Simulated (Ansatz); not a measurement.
A made-up structure of CH$_{5}$BGe, closed shell:

B1  (0.097, 1.010, 0.338)
C2  (-0.964, 0.423, -0.485)
Ge3  (0.257, -1.113, -0.437)
H4  (-2.023, 0.466, -0.455)
H5  (-0.136, 1.557, 1.322)
H6  (1.208, 1.093, 0.053)
H7  (-0.029, -2.364, 0.420)
H8  (1.763, -1.044, -0.723)
(Å)

It is relaxed with PBE-D4/def2-SVP and then PBE0-D4/def2-TZVP (Ansatz 0.2.0). Atoms count as bonded within 1.22 times the sum of their covalent radii (H–H: 0.88 Å). The end point is not checked to be a true minimum.

**Question.** Does its bonding change? (Judge from chemistry; the calculation decides.)

**Answer.** By the calculation: Yes. Formed: none; broken: B1–Ge3.

Where it ends: The first stage lowers the energy by 0.91 eV in 11 steps. It ends as CH₅BGe ([BH2][CH][GeH2]):
| atom | x (Å) | y (Å) | z (Å) |
| --- | --- | --- | --- |
| B1 | 0.1183 | 1.3826 | 0.3523 |
| C2 | -0.6903 | 0.1386 | 0.1016 |
| Ge3 | 0.2264 | -1.3302 | -0.3567 |
| H4 | -1.7715 | 0.0784 | 0.1753 |
| H5 | -0.4017 | 2.4199 | 0.6565 |
| H6 | 1.3160 | 1.3501 | 0.2474 |
| H7 | -0.3732 | -2.7100 | -0.6687 |
| H8 | 1.7498 | -1.3015 | -0.4751 |

Labels in which every atom is bracketed show which atoms are joined, not bond orders.

For scale, one of the runs: PBE0-D4/def2-TZVP relaxation, 140 basis functions, launched by `ansatz run in.yaml --threads 2 --pin off --events-out ev --progress --plain --max-ram 4352MiB`. The run took about 19 s on 2 CPU threads of an Arm Neoverse V2 (shared host).
